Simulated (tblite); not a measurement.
Species: C₆H₉PS.
Numbering: `[CH3:1][P:2]([CH3:3])[c:4]1[cH:5][cH:6][cH:7][s:8]1` (hydrogens: H9, H10, H11 on C1; H12, H13, H14 on C3; H15 on C5; H16 on C6; H17 on C7)

Computed with GFN2-xTB (tblite), gas phase: L-BFGS steps from a force-field or distance-geometry start until the largest atomic force falls under 0.01 eV/Å.

At the end of the run (lengths in Å): C7–S8 1.716, C4–S8 1.739, C5–C6 1.410, C1–P2 1.856, C5–H15 1.076, C6–H16 1.076, P2–C3 1.847, C1–P2–C3 98.1°, C1–P2–C4 97.6°, C3–P2–C4 99.2°, P2–C4–C5 124.7°, C1–P2–C4–C5 83°, H9–C1–P2–C3 71°, H15–C5–C4–P2 -2°.

Question: These geometries were met on the way; a selection of coordinates is given. Order them by energy above the end point, lowest first.
A. C7–S8 1.719, C4–S8 1.725, C5–C6 1.416, C1–P2 1.856, C5–H15 1.082, C6–H16 1.089, P2–C3 1.839, C1–P2–C3 104.0°, C1–P2–C4 103.1°, C3–P2–C4 103.2°, P2–C4–C5 117.7°, C1–P2–C4–C5 86°, H9–C1–P2–C3 96°, H15–C5–C4–P2 -10°
B. C7–S8 1.726, C4–S8 1.745, C5–C6 1.406, C1–P2 1.854, C5–H15 1.071, C6–H16 1.068, P2–C3 1.843, C1–P2–C3 100.8°, C1–P2–C4 99.9°, C3–P2–C4 101.4°, P2–C4–C5 119.1°, C1–P2–C4–C5 89°, H9–C1–P2–C3 99°, H15–C5–C4–P2 -14°
C. C7–S8 1.754, C4–S8 1.755, C5–C6 1.439, C1–P2 1.904, C5–H15 1.076, C6–H16 1.072, P2–C3 1.885, C1–P2–C3 111.4°, C1–P2–C4 110.3°, C3–P2–C4 106.1°, P2–C4–C5 120.5°, C1–P2–C4–C5 76°, H9–C1–P2–C3 95°, H15–C5–C4–P2 -6°
D. C7–S8 1.899, C4–S8 1.827, C5–C6 1.351, C1–P2 1.820, C5–H15 1.116, C6–H16 1.115, P2–C3 1.843, C1–P2–C3 115.3°, C1–P2–C4 113.9°, C3–P2–C4 108.6°, P2–C4–C5 126.5°, C1–P2–C4–C5 69°, H9–C1–P2–C3 91°, H15–C5–C4–P2 -2°
E. C7–S8 1.729, C4–S8 1.766, C5–C6 1.401, C1–P2 1.892, C5–H15 1.068, C6–H16 1.066, P2–C3 1.867, C1–P2–C3 107.2°, C1–P2–C4 104.8°, C3–P2–C4 103.5°, P2–C4–C5 118.8°, C1–P2–C4–C5 83°, H9–C1–P2–C3 97°, H15–C5–C4–P2 -10°

Answer: B (0.140 eV), A (0.227 eV), E (0.420 eV), C (0.680 eV), D (1.448 eV).

```json
{"step": "15", "E above end (eV)": "0.140", "rms distance from the end, all atoms (Å)": "0.301", "largest force (eV/Å)": "0.280", "rms shift of all bonds from the end (Å)": "0.005"}
{"step": "10", "E above end (eV)": "0.227", "rms distance from the end, all atoms (Å)": "0.332", "largest force (eV/Å)": "0.484", "rms shift of all bonds from the end (Å)": "0.007"}
{"step": "6", "E above end (eV)": "0.420", "rms distance from the end, all atoms (Å)": "0.383", "largest force (eV/Å)": "0.583", "rms shift of all bonds from the end (Å)": "0.016"}
{"step": "2", "E above end (eV)": "0.680", "rms distance from the end, all atoms (Å)": "0.409", "largest force (eV/Å)": "1.367", "rms shift of all bonds from the end (Å)": "0.021"}
{"step": "0", "E above end (eV)": "1.448", "rms distance from the end, all atoms (Å)": "0.420", "largest force (eV/Å)": "3.520", "rms shift of all bonds from the end (Å)": "0.056"}
```

Rows stand in the order of the answer.
